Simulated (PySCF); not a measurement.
# Fractional electron number in Fe⁺ (iron, charge +1)

The 4s alpha orbital of [Ar] 3d6 4s1 is emptied in steps (occupation f), with all orbitals relaxed, ending at [Ar] 3d6. All numbers are calculated (PySCF 2.14, the non-relativistic Hamiltonian (point nucleus), in def2-SVP (5s3p2d1f, 31 functions)). The exact energy is a straight line in f; departures are measured from the line between the end points of the same method.

| f | UHF (eV) |
| --- | --- |
| 1 | 0.000 |
| 0.9 | 0.006 |
| 0.7 | 0.014 |
| 0.5 | 0.016 |
| 0.3 | 0.014 |
| 0.1 | 0.006 |
| 0 | 0.000 |

Q: For UHF, how does the orbital energy at f = 1 compare with the removal energy?

A: −ε = 15.080 eV against a total-energy difference of 15.014 eV. By Janak's theorem ε = ∂E/∂f, so the gap between them reflects the curvature. Along the path −ε is 15.066 (f = 0.9), 15.040 (f = 0.7), 15.014 (f = 0.5), 14.988 (f = 0.3), 14.963 (f = 0.1) eV.

Reference removal energy between the ground levels: 16.199 eV (measured; NIST Atomic Spectra Database, ionization energies). The calculation has no spin-orbit coupling. UHF lacks correlation.
